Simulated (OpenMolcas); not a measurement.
**Nb3+: moving or changing the point charges**

Nb3+ among 6 point charges of -1 e arranged as an octahedron (Oh), 2.16 Å from the ion.

- Program: OpenMolcas
- Method: SS-CASPT2, IPEA 0.25 Eh, imaginary shift 0.1 Eh (closed shells correlated: 4s 4p)
- Basis: ANO-RCC-VDZP [6s5p3d1f]
- Scalar Hamiltonian: DKH2, point nucleus
- Active space: 2 electrons in 5 orbitals (4d)
- State averaging: 2S+1 = 3 even, 10 roots; 2S+1 = 1 even, 15 roots
- Spin-orbit coupling: state interaction with AMFI integrals over the reference wave functions

Runs around this geometry, states (labels of O, the rotations of Oh). Energies in cm-1 above the lowest state or level, χT in cm3 K/mol; under a threefold ground state the first gap can be a small split of the lowest multiplet, not the spin-orbit step; 10Dq and B are least-squares fits to the states below 45000 cm-1, weighted by degeneracy, with a free offset, and given where the rms deviation is under 5 % of |10Dq| (or 100 cm-1) and under 700 cm-1.

| R (Å) | q (e) | Ground state | First state of that spin | 10Dq | B (rms of fit) | First gap with spin-orbit (degeneracies) | χT at 300 K | First state of another spin |
| --- | --- | --- | --- | --- | --- | --- | --- | --- |
| 2.16 | -0.8 | 3T1 | 3T2 4540 |  |  | 150 (2, 3) | 0.304 | 1T2 8540 |
| 1.98 | -1 | 3T1 | 3T2 8900 | 10448 | 621 (300) | 77 (2, 3) | 0.359 | 1T2 8690 |
| 2.16 | -1 | 3T1 | 3T2 5670 |  |  | 120 (2, 3) | 0.320 | 1T2 8570 |
| 2.32 | -1 | 3T1 | 3T2 4340 |  |  | 160 (2, 3) | 0.300 | 1T2 8570 |

Taking the first state of the same spin as R^-n, n = -ln(4340 / 8900) / ln(2.32 / 1.98) = 4.5 between the shortest and longest distance.

Scaling the charges by -0.8 / -1 = 0.80 scales the first state of the same spin by 4540 / 5670 = 0.80; with fixed orbitals a first-order splitting would follow the charge.

Roots that are degenerate in the reference are averaged as groups; the widest CASPT2 spread within a group is 390 cm-1 (the 3-fold group of multiplicity 1 near 17600 cm-1 above the lowest state of its run, R = 2.32, q = -1). Shifts and gaps below about the spread of the groups concerned are not significant. An orbital triplet at a regular site is open to Jahn-Teller coupling, which can distort the site and quench the lowest spin-orbit gaps and is left out. Free-ion shares, where given, are those of the reference states; single-state CASPT2 does not remix them. This field is weak: 10Dq is about 5783 cm-1, while octahedral complexes of 4d ions of charge 3 and more, computed by the same method with explicit ligands, had a median near 25000 cm-1. Ground spin and moment need not be those of a real site (figures for R = 2.16, q = -0.8; the like holds for R = 1.98, q = -1, R = 2.16, q = -1, R = 2.32, q = -1). This is an electrostatic model: the charges have no orbitals. No measured value stands beside these numbers.
